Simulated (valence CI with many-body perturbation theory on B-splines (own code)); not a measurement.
Sb¹¹⁺: magnetic and hyperfine properties of the levels

Computed by configuration interaction combined with many-body perturbation theory (CI+MBPT): four valence electrons over a frozen Dirac-Fock core [Kr], radial functions for each j: 7 s, 7 p, 8 d, 6 f, 4 g, 1 h, with the one-electron correlation potential Σ1 (screened to all orders), the two-electron term Σ2, the three-electron term Σ3, Breit, model QED; selected single and double excitations, second order for the rest, scaled by the run's own slope (own B-spline code, finite nucleus).

No measured spectrum was set against this ion. As an estimate, terms of the open shell hold to 2 to 4 % of their energy, and close levels can change places. Excitations out of the core, of the other parity, are not computed and may begin above about 54.4 eV (a cautious bound); beyond it only levels of the ground parity were kept, without lifetimes.

A/g_I is the dipole constant over the nuclear g factor μ/I (μ in nuclear magnetons, uniformly magnetised nucleus), B/Q the quadrupole constant per barn. Both hold the static response of the core; the bare values leave it out. Large factors of s and p1/2 electrons are usually good to 5 to 10 %; those of open d and f shells near neutrality can be off by tens of per cent, and small factors of p3/2, d and f electrons come from cancelling terms and can be off by a factor of two or in sign, in half-filled shells by more. B is blank for J = 1/2, where it vanishes, and for nearly pure S terms. Energies count from the lowest level. Levels with J = 0 are left out.

Names give the largest LS component (configuration and term), which can be under half, so a name can repeat, a term be missing and a line seem to break the LS rules; names also repeat where a configuration has a term twice. Letters in brackets count levels of one name in rising energy.

```
         Level  E (cm⁻¹)      g  A/g_I (MHz)  A/g_I bare  B/Q (MHz/b)  B/Q bare
      4d⁴ ⁵D_1      3884  1.498         -297         149         1020       949
      4d⁴ ⁵D_2      8142  1.488          183         625          729       677
      4d⁴ ⁵D_3     12125  1.478          593        1030         -635      -603
      4d⁴ ⁵D_4     15678  1.459          959        1380        -2900     -2730
      4d⁴ ³H_4     30937  0.919         2320        2190         1330      1240
      4d⁴ ³G_3     37245  0.881         2440        2270          319       297
      4d⁴ ³H_5     37285  1.066         1950        1970         1990      1860
  4d⁴ ³P_1 [a]     38954  1.413         1010        1390         -191      -187
  4d⁴ ³F_2 [a]     39473  0.754         2560        2260          646       608
      4d⁴ ³H_6     40564  1.135         1890        1990         1870      1740
  4d⁴ ³G_4 [a]     43938  1.064         1890        1910         -704      -655
  4d⁴ ³G_4 [b]     47438  1.110         1820        1880         -182      -169
  4d⁴ ³P_2 [a]     47449  1.316         1140        1410          272       246
  4d⁴ ³F_3 [a]     49332  1.023         1950        1930        -67.3     -56.9
      4d⁴ ³D_3     52528  1.252         1320        1530          651       609
      4d⁴ ³G_5     53296  1.166         1570        1690        -1290     -1210
  4d⁴ ³P_2 [b]     56923  1.205         1890        2060          727       677
      4d⁴ ¹I_6     57450  1.030         2020        2010         2960      2780
      4d⁴ ³D_1     58127  0.597         3180        2730          595       555
  4d⁴ ¹G_4 [a]     65403  1.056         1710        1720         -181      -162
  4d⁴ ¹D_2 [a]     69906  1.092         1870        1920          564       522
      4d⁴ ¹F_3     73289  1.039         1930        1920         2810      2640
  4d⁴ ³P_2 [c]     81447  1.344         1120        1420          889       841
      4d⁴ ³F_4     84695  1.208         1280        1440         1670      1560
  4d⁴ ³F_2 [b]     86819  0.795         2870        2630         2260      2110
  4d⁴ ³F_3 [b]     88298  1.072         2020        2050         2740      2550
  4d⁴ ³P_1 [b]     89791  1.491        -59.5         383         -850      -790
  4d⁴ ¹G_4 [b]     95990  1.030         2140        2130         1670      1570
  4d⁴ ¹D_2 [b]    119930  0.999         2040        1990        -3420     -3200
    4d³5s ⁵F_1    575930  0.042        -8200       -7840         -532      -498
    4d³5s ⁵F_2    578920  0.994         8030        7410         -644      -607
    4d³5s ⁵F_3    584160  1.242         7470        7050         -678      -643
    4d³5s ⁵F_4    589710  1.331         6850        6560         -868      -827
4d³5s ³F_2 [a]    592280  0.745         1900        1720        -1180     -1110
    4d³5s ⁵F_5    594730  1.363         6690        6460        -1050     -1000
```

Task: Take the isotope of mass number 123, with I = 7/2, μ = 2.5457 μN and Q = -0.692 b. What is the hyperfine structure of 4d⁴ ³H_4?

Result: From the table A = 1690 MHz, B = -924 MHz. Shifts from the centre of gravity in MHz: F = 1/2: -30000, F = 3/2: -27400, F = 5/2: -23000, F = 7/2: -16900, F = 9/2: -9110, F = 11/2: 248, F = 13/2: 11100, F = 15/2: 23400.
